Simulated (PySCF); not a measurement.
## Correlation energy of Hg⁺ (mercury, charge +1)

[Xe] 4f14 5d10 6p1, 2P determinant (an excited configuration). All numbers are calculated (PySCF 2.14, scalar relativity through the core potential, in aug-cc-pVDZ-PP with ECP60MDF (5s5p4d2f, 54 functions)). Frozen: 5s2 5p6; 11 electrons correlated.

```csv
level,correlation energy (mhartree)
CCSD,-277.03
(T),-5.71
CCSD(T),-282.74
```

Diagnostics: T1 = 0.014, D1 = 0.0515, largest double amplitude 0.038.

Spin-orbit coupling, absent here, splits the open shell strongly.

Cost of the coupled-cluster step: of the order of 7 core-seconds, for 11 correlated electrons.
